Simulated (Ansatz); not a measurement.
**Abstraction of H: H2O2 + C2H6Sb → HO2 + C2H7Sb**

Species: H2O2 `OO`, singlet; C2H6Sb `C[CH2][SbH]`, doublet; HO2 (hydroperoxy) `[O]O`, doublet; C2H7Sb `C[CH2][SbH2]`, singlet. A radical takes H: the energy is the difference in strength between the O–H bond broken and the Sb–H bond made.

Shapes, held fixed at every level: PBE0-D4/def2-TZVP. Flexible molecules stand in one conformer, not always the lowest. Programs: Ansatz 0.2.0. The zero-point and thermal change to 298 K, harmonic and unscaled (PBE0-D4/def2-TZVP), is -12.2 kJ/mol.

**Question.** Estimate ΔH(298 K) of this reaction.

**Answer.** The highest level, CCSD(T)/def2-TZVPP, gives ΔH(298 K) = +77.8 kJ/mol; the levels span +64.4 to +107.5. The column of differences is taken from that level and isn't an error. No measured value is set beside it here. Open shells run unrestricted. For atoms past krypton def2 sets carry core potentials with scalar relativity. Outer-core shells of Sb are correlated, in sets that cover them unevenly. Times are processor times on shared x86 and Arm servers, and rough.

```json
{"level": "MP2/def2-TZVPP", "kind": "perturbation theory", "ΔH(298 K) (kJ/mol)": "+107.5", "less CCSD(T)/def2-TZVPP": "+29.7", "CPU time (sum over the molecules)": "–"}
{"level": "r2SCAN-D4/def2-TZVPP", "kind": "meta-GGA", "ΔH(298 K) (kJ/mol)": "+64.4", "less CCSD(T)/def2-TZVPP": "-13.4", "CPU time (sum over the molecules)": "50 s"}
{"level": "B3LYP-D4/def2-TZVPP", "kind": "global hybrid", "ΔH(298 K) (kJ/mol)": "+64.6", "less CCSD(T)/def2-TZVPP": "-13.2", "CPU time (sum over the molecules)": "39 s"}
{"level": "PBE0-D4/def2-TZVPP", "kind": "global hybrid", "ΔH(298 K) (kJ/mol)": "+65.7", "less CCSD(T)/def2-TZVPP": "-12.1", "CPU time (sum over the molecules)": "33 s"}
{"level": "wB97M-V/def2-TZVPP", "kind": "range-separated hybrid", "ΔH(298 K) (kJ/mol)": "+75.6", "less CCSD(T)/def2-TZVPP": "-2.2", "CPU time (sum over the molecules)": "1.7 min"}
{"level": "CCSD(T)/def2-SVP", "kind": "coupled cluster or CI", "ΔH(298 K) (kJ/mol)": "+71.2", "less CCSD(T)/def2-TZVPP": "-6.6", "CPU time (sum over the molecules)": "58 s"}
{"level": "CCSD/def2-SVP", "kind": "coupled cluster or CI", "ΔH(298 K) (kJ/mol)": "+72.3", "less CCSD(T)/def2-TZVPP": "-5.5", "CPU time (sum over the molecules)": "–"}
{"level": "CCSD(T)/def2-TZVPP", "kind": "coupled cluster or CI", "ΔH(298 K) (kJ/mol)": "+77.8", "less CCSD(T)/def2-TZVPP": "0.0", "CPU time (sum over the molecules)": "17 min"}
```
